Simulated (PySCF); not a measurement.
Ligands exchanged one at a time, Al H-I. Isolated molecules, 0 K electronic values unless said otherwise. Strings in code marks are SMILES.

All values below come from PBE-D3(BJ)/def2-TZVP // B3LYP-D3(BJ)/def2-TZVP in PySCF. Excitations are Tamm–Dancoff values on a coarser integration grid. The basis has no diffuse functions, so Rydberg states are missing or too high.

| species | S1 excitation (TDA) (eV) | dipole moment (D) | HOMO–LUMO gap (eV) | HOMO (eV) |
|---|---|---|---|---|
| 0 of 3 H replaced by I (`[AlH3]`) | – | 0.00 | 4.78 | -7.30 |
| 1 of 3 H replaced by I (`[AlH2][I]`) | 3.96 | 0.89 | 3.92 | -6.55 |
| 2 of 3 H replaced by I (`[AlH]([I])[I]`) | 4.08 | 0.48 | 4.04 | -6.68 |
| 3 of 3 H replaced by I | 4.00 | 0.00 | 3.87 | -6.62 |
